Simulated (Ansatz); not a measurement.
## Molecular dynamics of Ti$_{12}$O

Input:

```yaml
crystal:
  lattice:
    - [5.9, 0.0, 0.0]
    - [-4.425, 7.664325, 0.0]
    - [0.0, 0.0, 4.6846]
  atoms:
    - { symbol: Ti, position: [-0.07568016, 0.03721132, 0.04556998] }
    - { symbol: Ti, position: [0.28612406, 0.27804719, 0.56137111] }
    - { symbol: Ti, position: [0.06886952, 0.39690168, -0.01165879] }
    - { symbol: Ti, position: [0.1474839, 0.5661047, 0.45019474] }
    - { symbol: Ti, position: [0.05818135, 0.72909635, -0.01471393] }
    - { symbol: Ti, position: [0.13306841, 0.93342778, 0.51988535] }
    - { symbol: Ti, position: [0.4431053, 0.0476189, 0.01867896] }
    - { symbol: Ti, position: [0.72341587, 0.24206257, 0.42785068] }
    - { symbol: Ti, position: [0.56612574, 0.40566139, 0.01912982] }
    - { symbol: Ti, position: [0.65870996, 0.60428032, 0.52841566] }
    - { symbol: Ti, position: [0.53289684, 0.6947623, 0.08577997] }
    - { symbol: Ti, position: [0.57180279, 0.88415951, 0.51807594] }
    - { symbol: O, position: [-0.07748637, 0.05126895, 0.59678332] }
basis:
  ecutwfc: 420.0
kpoints:
  mp_grid: { grid: [2, 2, 2] }
hamiltonian:
  xc: lda
scf:
  occupations: { method: fermi_dirac, width: 0.05 }
  lower_state_search: "off"
md:
  timestep: 1
  n_steps: 240
  ensemble: nve
  temperature: 1680.0
  initial_velocities: maxwell_boltzmann
  seed: 159608
```

Run as:

```bash
$ ansatz run input.yaml --threads 1 --pin off --max-ram 3072MiB --backend cpu --events-out ev --progress --plain --runs-dir out
```

It goes on from the last frame of an earlier run, with new velocities.

Output, in part (step lines):

```
md step     0: t =     0.00 fs  T =  1680.0 K  F+E_penalty+E_count = -29959.08074143 eV  E_kin = 2.605882 eV  conserved = -29956.47485985 eV  (9 SCF iters)
md step     1: t =     1.00 fs  T =  1687.3 K  F+E_penalty+E_count = -29959.09205633 eV  E_kin = 2.617167 eV  conserved = -29956.47488960 eV  (8 SCF iters)
md step     2: t =     2.00 fs  T =  1688.7 K  F+E_penalty+E_count = -29959.09432536 eV  E_kin = 2.619422 eV  conserved = -29956.47490377 eV  (8 SCF iters)
md step     3: t =     3.00 fs  T =  1684.2 K  F+E_penalty+E_count = -29959.08723608 eV  E_kin = 2.612332 eV  conserved = -29956.47490406 eV  (8 SCF iters)
md step     4: t =     4.00 fs  T =  1673.5 K  F+E_penalty+E_count = -29959.07072570 eV  E_kin = 2.595834 eV  conserved = -29956.47489218 eV  (8 SCF iters)
md step     5: t =     5.00 fs  T =  1656.9 K  F+E_penalty+E_count = -29959.04495584 eV  E_kin = 2.570088 eV  conserved = -29956.47486820 eV  (4 SCF iters)
md step     6: t =     6.00 fs  T =  1634.6 K  F+E_penalty+E_count = -29959.01030216 eV  E_kin = 2.535471 eV  conserved = -29956.47483130 eV  (3 SCF iters)
md step     7: t =     7.00 fs  T =  1607.0 K  F+E_penalty+E_count = -29958.96735965 eV  E_kin = 2.492579 eV  conserved = -29956.47478074 eV  (3 SCF iters)
[... lines left out ...]
md step   240: t =   240.00 fs  T =  1412.7 K  F+E_penalty+E_count = -29958.66548595 eV  E_kin = 2.191240 eV  conserved = -29956.47424635 eV  (7 SCF iters)
```

The steps, from the saved trajectory:

```
time (fs)  T (K)  potential energy less start (eV)  conserved less start (meV/atom)
      0.0   1680                             0.000                             0.00
      8.0   1575                             0.164                             0.01
     16.0   1265                             0.644                             0.09
     24.0   1263                             0.647                             0.06
     32.0   1403                             0.430                             0.02
     40.0   1318                             0.561                             0.03
     48.0   1133                             0.849                             0.09
     56.0   1225                             0.706                             0.06
     64.0   1445                             0.365                             0.03
     72.0   1524                             0.243                             0.03
     80.0   1430                             0.389                             0.05
     88.0   1382                             0.463                             0.08
     96.0   1517                             0.253                             0.01
    104.0   1440                             0.373                             0.04
    112.0   1376                             0.471                             0.04
    120.0   1343                             0.523                             0.04
    128.0   1291                             0.604                             0.06
    136.0   1372                             0.478                             0.06
    144.0   1561                             0.186                             0.04
    152.0   1695                            -0.023                             0.04
    160.0   1716                            -0.055                             0.06
    168.0   1737                            -0.087                             0.05
    176.0   1695                            -0.023                             0.05
    184.0   1569                             0.172                             0.05
    192.0   1433                             0.384                             0.06
    200.0   1347                             0.517                             0.07
    208.0   1376                             0.471                             0.05
    216.0   1391                             0.449                             0.04
    224.0   1342                             0.525                             0.07
    232.0   1388                             0.453                             0.05
    240.0   1413                             0.415                             0.05
```

All steps were run. The conserved energy stayed within 0.1 meV per atom of its start (net change 0.047 meV per atom), so the integration is sound. A run of 0.24 ps of so small a system gives no equilibrium averages. Limits of this set-up: coarse k mesh.

Mean squared displacements from the first frame to the last, about the centre of mass: Ti 0.71 Å², O 0.41 Å².

Last frame:

```xyz
13
Lattice="5.9000 0.0000 0.0000 -4.4250 7.6643 0.0000 0.0000 0.0000 4.6846" Properties=species:S:1:pos:R:3
Ti -1.248 0.687 0.062
Ti 0.638 1.547 2.652
Ti -0.220 3.217 0.340
Ti -1.239 4.459 2.709
Ti -2.855 5.205 0.164
Ti -4.238 6.997 2.508
Ti 1.374 0.197 0.159
Ti 3.469 2.247 2.268
Ti 2.744 2.830 -0.366
Ti 1.382 4.546 2.297
Ti 0.290 5.595 -0.232
Ti -1.401 6.969 2.260
O -1.204 0.703 2.583
```

Run time: 15 min on 1 thread of Arm Neoverse V2, on a shared host, peak memory 0.57 GiB.
